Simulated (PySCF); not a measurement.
A structure optimised at PBE-D3(BJ)/def2-SVP, used in a PySCF frequency run:

```xyz
8

Hf    -0.3870    -0.4121     0.0000
Cl    -1.1205     0.7395     1.8456
Cl    -1.1205     0.7395    -1.8456
O      1.4626    -0.2213     0.0000
Si     3.1275     0.3492     0.0000
H      3.2646     1.1543    -1.2502
H      3.2646     1.1543     1.2502
H      3.9460    -0.8998     0.0000
```
Charge +1, spin multiplicity 1.

Q: Write its SMILES, formula and point group.

A: [SiH3][O][Hf+]([Cl])[Cl], Cl2H3HfOSi, Cs

Q: What are its rotational constants (standard atomic weights)?

A: 1.5752, 0.94351, 0.71776 GHz
